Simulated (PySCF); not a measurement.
## Tb⁵²⁺: ionisation energy

Tb⁵²⁺ [Ne] 3s2 3p1 (2P) → Tb⁵³⁺ [Ne] 3s2 (1S), as a difference of total energies. All numbers are calculated (PySCF 2.14, scalar relativity by spin-free X2C-1e, in an uncontracted even-tempered set (17 s from 12 bohr⁻², ratio 2.5; 12 p from 15 bohr⁻², ratio 2.5; 4 d from 60 bohr⁻², ratio 2.7; 4 f from 90 bohr⁻², ratio 2.7)). Correlated levels: outer shells: 1s2 frozen; virtual orbitals above 40 to 60 times the deepest correlated orbital energy dropped. The calculations carry no spin-orbit coupling.

```json
{"method": "UHF", "ionisation energy (eV)": "4744.0"}
{"method": "MP2 (outer shells)", "ionisation energy (eV)": "4744.6"}
{"method": "SCS-MP2 (outer shells)", "ionisation energy (eV)": "4744.4"}
{"method": "CCSD (outer shells)", "ionisation energy (eV)": "4744.6"}
{"method": "CCSD(T) (outer shells)", "ionisation energy (eV)": "4744.6"}
```

A first-order spin-orbit estimate (lowest level to lowest level, LS coupling) adds 123.4 eV.

Breit and QED terms and the two-electron picture change are absent.

First order in ζ underestimates the shift of j = l − 1/2 levels at high Z.

For comparison: 4877 ± 4 eV (theoretical estimate listed by NIST; NIST Atomic Spectra Database, ionization energies).
